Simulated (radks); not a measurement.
Ge V, 28 electrons, occupied as [Ne] 3s2 3p5.75 3d10 4f0.25 (fractional occupations, a model configuration). All-electron calculation, Dirac Kohn-Sham, BP86, spin-unpolarised, spherical densities, point nucleus; open shells fill j = l - 1/2 first. Program: a radial shooting solver on a logarithmic mesh with Libxc functionals.

Radial electron density D(r) = 4 pi r^2 rho(r):

| r (bohr) | D(r) (e/bohr) |
|---|---|
| 0.002097 | 1.284 |
| 0.002403 | 1.640 |
| 0.002775 | 2.119 |
| 0.003205 | 2.727 |
| 0.003701 | 3.495 |
| 0.004274 | 4.458 |
| 0.004936 | 5.654 |
| 0.005656 | 7.034 |
| 0.006531 | 8.800 |
| 0.007543 | 10.92 |
| 0.008711 | 13.40 |
| 0.01006 | 16.27 |
| 0.01162 | 19.50 |
| 0.01331 | 22.81 |
| 0.01537 | 26.48 |
| 0.01775 | 30.15 |
| 0.0205 | 33.56 |
| 0.02368 | 36.44 |
| 0.02735 | 38.47 |
| 0.03133 | 39.39 |
| 0.03618 | 39.19 |
| 0.04179 | 37.87 |
| 0.04826 | 35.77 |
| 0.05574 | 33.55 |
| 0.06386 | 32.06 |
| 0.07375 | 31.87 |
| 0.08517 | 33.55 |
| 0.09836 | 36.92 |
| 0.1136 | 41.08 |
| 0.1312 | 44.51 |
| 0.1503 | 45.65 |
| 0.1736 | 43.69 |
| 0.2005 | 38.65 |
| 0.2315 | 32.08 |
| 0.2674 | 26.26 |
| 0.3088 | 23.19 |
| 0.3538 | 23.34 |
| 0.4086 | 25.66 |
| 0.4718 | 28.02 |
| 0.5449 | 28.35 |
| 0.6293 | 25.83 |
| 0.721 | 21.33 |
| 0.8327 | 15.62 |
| 0.9616 | 10.27 |
| 1.111 | 6.073 |
| 1.283 | 3.239 |
| 1.481 | 1.555 |
| 1.697 | 0.7050 |
| 1.96 | 0.2821 |
| 2.263 | 0.1206 |
| 2.614 | 0.07707 |
| 3.019 | 0.07549 |
| 3.486 | 0.07929 |
| 3.994 | 0.07424 |
| 4.613 | 0.05751 |
| 5.327 | 0.03526 |
| 6.153 | 0.01652 |
| 7.106 | 0.005766 |
| 8.206 | 0.001455 |
| 9.402 | 0.0002808 |

D(r) has 4 maxima, at r = 0.0329, 0.149, 0.515, 3.51 bohr, and minima at 0.0697, 0.327, 2.81 bohr, inside which lie 2.10, 10.99, 27.80 electrons.
